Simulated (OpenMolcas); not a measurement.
## Ce3+: input and output

Ce3+ among 6 point charges of -1 e arranged as an octahedron (Oh), 2.5 Å from the ion. With inversion symmetry the input lists one of each pair of outer charges.

Input:

```
&GATEWAY
Coord
1

Ce 0.0 0.0 0.0
Basis=ANO-RCC-VTZP
Group=XYZ
NoMove
AngMom=0.0 0.0 0.0
AMFI
XField
3 Angstrom 0
2.500000 0.000000 0.000000 -1.000000
0.000000 2.500000 0.000000 -1.000000
0.000000 0.000000 2.500000 -1.000000
&SEWARD
* reference wave functions (RASSCF and RASSI steps not shown): 1 electron in 7 orbitals (4f)
>>> COPY JOB001 $Project.JobIph
&CASPT2
Multistate=7 1 2 3 4 5 6 7
NoMult
Frozen=14 9
IPEA=0.25
Imaginary=0.1
MaxIter=60
WThr=0.0 0.3 0.05
PrWF=0.5
NoMix
```

Launched by
```bash
OMP_NUM_THREADS=1 MOLCAS_MEM=2252 MOLCAS_PROJECT=a pymolcas a.inp > a.log  # once for each step of the input, in one work folder
```

Output, cut to the results:

```
--- CASPT2 ---
Orbital specifications:
      -----------------------

      Symmetry species                           1   2
                                                ag  au
      Frozen orbitals                           14   9
      Inactive orbitals                          1   3
      Active orbitals                            0   7
      Secondary orbitals                        36  34
      Deleted orbitals                           0   0
      Number of basis functions                 51  53
Type of calculation                        SS-CASPT2
      Fock operator                              state-specific
      IPEA shift                                 0.25
      Real shift                                 0.00
      Imaginary shift                            0.10
      The input orbitals will be transformed to quasi-canonical
Reference energy:       -8855.8624527536
      E2 (Non-variational):      -0.2117116663
      Shift correction:          -0.0001731988
      E2 (Variational):          -0.2118848652
      Total energy:           -8856.0743376188
      Residual norm:              0.0000005882
      Reference weight:           0.94641
      Contributions to the CASPT2 correlation energy
      Active & Virtual Only:         -0.0000000001
      One Inactive Excited:          -0.0342109750
      Two Inactive Excited:          -0.1775006913
Reference energy:       -8855.8610347448
      E2 (Non-variational):      -0.2125739867
      Shift correction:          -0.0001781614
      E2 (Variational):          -0.2127521480
      Total energy:           -8856.0737868928
      Residual norm:              0.0000007389
      Reference weight:           0.94579
      Contributions to the CASPT2 correlation energy
      Active & Virtual Only:         -0.0000000001
      One Inactive Excited:          -0.0350942426
      Two Inactive Excited:          -0.1774797439
::    CASPT2 Root  1     Total energy:  -8856.07433762
::    CASPT2 Root  2     Total energy:  -8856.07378689
::    CASPT2 Root  3     Total energy:  -8856.07379775
::    CASPT2 Root  4     Total energy:  -8856.07378736
::    CASPT2 Root  5     Total energy:  -8856.07169899
::    CASPT2 Root  6     Total energy:  -8856.07169894
::    CASPT2 Root  7     Total energy:  -8856.07106886
```

Spin-orbit levels above the lowest (labels of O, the rotations of Oh), with the averaged single-state CASPT2 energies on the diagonal:

| E (cm-1) | Degeneracy | Label | 2S+1 | J | |mJ| (%) | g |
| --- | --- | --- | --- | --- | --- | --- |
| 0 | 2 | Γ7 | 2 | 2.50 | 3/2 (83) | 1.39 1.39 1.39 |
| 350 | 4 | Γ8 | 2 | 2.51 | 1/2 (50) |  |
| 2400 | 2 | Γ7 | 2 | 3.50 | 5/2 (75) | 3.39 3.39 3.39 |
| 2670 | 4 | Γ8 | 2 | 3.49 | 3/2 (37) |  |
| 2970 | 2 | Γ6 | 2 | 3.50 | 1/2 (58) | 2.67 2.67 2.67 |

Roots that are degenerate in the reference are averaged as groups; the widest CASPT2 spread within a group is 140 cm-1 (the 3-fold group of multiplicity 2 near 625 cm-1 above the lowest state of its run). Shifts and gaps below about the spread of the groups concerned are not significant. This is an electrostatic model: the charges have no orbitals. No measured value stands beside these numbers.
